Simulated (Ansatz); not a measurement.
The first iterations of a band of C2H7NSeSn (12 atoms, charge 0, multiplicity 1).

Theory: RKS PBE-D4/def2-SVP in Ansatz.

```
movable images  : 6
climbing image  : no
spring          : 5.0 eV/Å²
optimiser       : quadratic models (default)
start path      : IDPP
force threshold : 0.05 eV/Å
iteration limit : 60
end points      : relaxed
```

Image 0:

```xyz
12
Properties=species:S:1:pos:R:3
N -1.704 0.558 1.409
Sn -0.210 -0.574 0.540
C 1.634 0.597 0.375
Se 1.637 0.514 -1.614
C -0.009 -0.600 -1.662
H -2.595 0.049 1.477
H -1.892 1.418 0.876
H -0.211 -2.083 1.393
H 1.542 1.637 0.746
H 2.537 0.125 0.809
H -0.830 -0.098 -2.211
H 0.180 -1.598 -2.104
```

Image 7:

```xyz
12
Properties=species:S:1:pos:R:3
N -2.096 0.228 0.894
Sn -0.263 -0.615 0.449
C 1.568 0.620 0.543
Se 1.831 0.546 -1.427
C 0.160 -0.502 -1.698
H -2.310 0.191 1.900
H -2.146 1.217 0.616
H -0.251 -2.158 1.239
H 1.407 1.657 0.897
H 2.418 0.166 1.091
H -0.597 0.066 -2.275
H 0.357 -1.472 -2.196
```

| iteration | highest image above the first end (eV) | largest band force component (eV/Å) |
| --- | --- | --- |
| 1 | 0.092 | 0.904 |
| 2 | 0.066 | 0.271 |

Question: Does the band converge within its limit, and where does its top end?

Answer: The run converged. It ended after 6 iterations with the highest image 0.060 eV above the first end. No image climbed, so the highest image needn't sit at the top of the path.

The run took 120 s on 2 threads of Arm Neoverse V2, on a shared host, peak memory 0.2 GiB.
